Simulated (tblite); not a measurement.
Run record: tight-binding relaxation, `CC#[C][Al@@H-]([AsH3+])[O]CC`.

Computed with GFN2-xTB geometry optimisation, gas phase (tblite 0.8.0). Start geometry: from a force field or distance geometry. The command runs a driver script over a list of jobs; the input below is this job's line of settings and its coordinates in Å.

Command:
```bash
OMP_NUM_THREADS=1 python probes_run.py task.json out
```

Input:
```
{"job": {"kind": "relax", "xc": "GFN2-xTB", "basis": "xTB"}, "charge": 0, "multiplicity": 1}
C      3.137800    -2.226100     0.208900
C      2.132200    -1.132000     0.237000
C      1.337500    -0.227200     0.291200
Al     0.054100     1.255200     0.369300
As     0.898100     3.099300    -0.963700
O     -1.551500     0.618200    -0.189700
C     -1.969200    -0.530900     0.440700
C     -3.313500    -0.894800    -0.157600
H      2.764900    -3.058200     0.814500
H      3.322400    -2.462500    -0.850200
H      4.111700    -1.873200     0.631100
H     -0.113300     1.772500     1.894400
H      0.784200     4.392300    -0.091700
H      0.103400     3.162900    -2.299000
H      2.410100     2.813900    -1.260900
H     -1.214700    -1.324900     0.236300
H     -2.024600    -0.451000     1.543700
H     -3.311400    -1.974600    -0.439600
H     -4.092300    -0.679600     0.634900
H     -3.471000    -0.268400    -1.052600
```

Output:
```
step      E/eV     max force
  0    -659.64814    3.285
  1    -660.03636    2.965
  2    -660.24944    4.086
  3    -660.62140    1.369
  4    -660.84694    1.213
  5    -661.05050    0.879
  6    -661.10786    0.668
  7    -661.15226    0.418
  8    -661.16766    0.372
  9    -661.17937    0.278
... (136 lines left out)
146    -662.05894    0.034
147    -662.05907    0.031
148    -662.05918    0.020
149    -662.05925    0.016
150    -662.05930    0.015
151    -662.05935    0.016
152    -662.05941    0.016
153    -662.05946    0.014
154    -662.05950    0.013
155    -662.05953    0.010
```

«max force» is the largest atomic force in eV/Å.

Problem. From which step on does the largest force stay under 0.1 eV/Å, and how much energy is left to gain from there?

Solution. From step 110 (0.058 eV/Å), 9.5 meV above the end.

In short: energy lowered by 55.6 kcal/mol over 155 steps; largest atomic force 0.010 eV/Å at the end.

Problem. Where do the atoms end?

Solution. 1.271 Å rms from the input after alignment:
```
atom  x, y, z in Å
C1     4.0528   -1.9375    0.0394
C2     2.8385   -1.2100    0.3538
C3     1.8226   -0.5965    0.6142
Al4    0.2048    0.3814    1.0906
As5    0.1703    1.9192   -1.1003
O6    -1.3294   -0.2175    0.9726
C7    -2.6270   -0.6541    0.7137
C8    -3.2293    0.1143   -0.4576
H9     3.9967   -2.9500    0.4405
H10    4.1910   -1.9942   -1.0410
H11    4.9148   -1.4329    0.4770
H12    0.2876    1.6531    1.9672
H13   -0.7536    2.9830   -0.6128
H14    0.0694    2.4746   -2.5025
H15    1.3357    2.7970   -0.8210
H16   -2.6044   -1.7264    0.4825
H17   -3.2418   -0.5065    1.6107
H18   -4.2282   -0.2521   -0.6781
H19   -3.2794    1.1754   -0.2142
H20   -2.5962   -0.0096   -1.3377
```

Time: 2.5 s. Hardware: an Arm Neoverse N1 with one thread, on a shared host.
Labels such as C1 count atoms from 1, the log's own numbers from 0.
